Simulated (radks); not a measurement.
Ionisation ladder of holmium, from Ho29+ to Ho36+. Each ion is in the ground configuration listed by NIST, and IE = E(next ion) - E(this ion). All-electron calculation, scalar-relativistic Kohn-Sham, LDA (Slater exchange, Perdew-Wang correlation), spin-unpolarised, spherical densities, point nucleus. Program: a radial shooting solver on a logarithmic mesh with Libxc functionals.

species      configuration  E (hartree)  IE, Delta-SCF (eV)  IE, NIST (eV)    kind  error (eV)
Ho29+             [Kr] 4d2  -12185.7674              1071.9           1077  theory        -5.1
Ho30+             [Kr] 4d1  -12146.3762              1118.5           1122  theory        -3.5
Ho31+                 [Kr]  -12105.2708              1319.0           1300  theory       +19.0
Ho32+    [Ar] 3d10 4s2 4p5  -12056.7979              1366.7           1346  theory       +20.7
Ho33+    [Ar] 3d10 4s2 4p4  -12006.5714              1414.8           1395  theory       +19.8
Ho34+    [Ar] 3d10 4s2 4p3  -11954.5791              1463.1           1443  theory       +20.1
Ho35+    [Ar] 3d10 4s2 4p2  -11900.8104              1511.7           1545  theory       -33.3
Ho36+    [Ar] 3d10 4s2 4p1  -11845.2575              1560.3           1598  theory       -37.7

Reference values: NIST Atomic Spectra Database (exp. = measured, semi-emp. = semi-empirical, theory = theoretical value adopted there). The ionisation energy per charge of the ion left behind rises most, in proportion, at Ho31+ ([Kr]), from 36.082 to 41.219 eV. Spin polarisation and multiplet splitting are left out, so open shells lie too high by an amount that depends on their filling. Spin-orbit splitting is averaged out at the scalar-relativistic level.

Beside tabulated values, note that spin-unpolarised runs miss the spin-polarisation part of the exchange energy of open shells.
